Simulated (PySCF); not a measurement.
Compound: C₃HN₄ (charge -1).
InChI=1S/C3HN4/c4-1-3-2-5-7-6-3/h2H/q-1

The closed-shell ground state was solved at several levels (PySCF, density fitting, gas phase, non-relativistic). Isolated species at its GFN2-xTB geometry, gas phase. No diffuse functions stand in pcJ-1 and pcSseg-1, which bears on an anion's orbital energies.

```tsv
level	basis functions	total energy (Eh)	HOMO (eV)	LUMO (eV)	gap (eV)
B3LYP/def2-SVPD	148	-333.7030	-2.41	3.77	6.18
B3LYP/pcJ-1	199	-333.9361	-2.24	4.00	6.24
```

**Question.** Estimate the row for PBE0/pcSseg-1, a basis of 124 functions; the other rows only guide the guess.

**Answer.** Total energy -333.5201 Eh, HOMO -2.50 eV, LUMO 4.18 eV, gap 6.68 eV.

**Question.** Over all these levels, which gives the widest orbital gap and which the narrowest?

**Answer.** PBE0/pcSseg-1 (global hybrid, 25 % exact exchange) has the widest, 6.68 eV, and B3LYP/def2-SVPD (global hybrid, 20 % exact exchange) the narrowest, 6.18 eV. Functional and basis both differ between the two, so the spread mixes both effects.
